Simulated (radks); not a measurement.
These are the eigenvalues of the occupied orbitals of an atom or ion with whole-number occupations (eV). Method: non-relativistic Kohn-Sham, revTPSS, spin-polarised, spherical densities, point nucleus; meta-GGA in the generalised Kohn-Sham scheme; computed with a radial shooting solver on a logarithmic mesh with Libxc functionals.

1s up: -3976.679
1s down: -3976.392
2s up: -448.9446
2s down: -448.7305
2p up: -370.8583
2p down: -370.4716
3s up: -80.3275
3s down: -78.7150
3p up: -60.5025
3p down: -58.9937

Which element is it, and in what charge state? The configuration may be excited. Open shells, if any, are filled with parallel spins first.

Answer. Z = 20, calcium, charge +3: Ca3+ in [Ne] 3s2 3p5. The list shows which subshells hold electrons but not how many an open one holds; the 1s level, -146.14 hartree, gives Z - s = 17.1 by -(Z - s)^2/2, which with screening narrows Z to a few neighbours, and the depths of the outer levels then fix element, charge and occupations together.
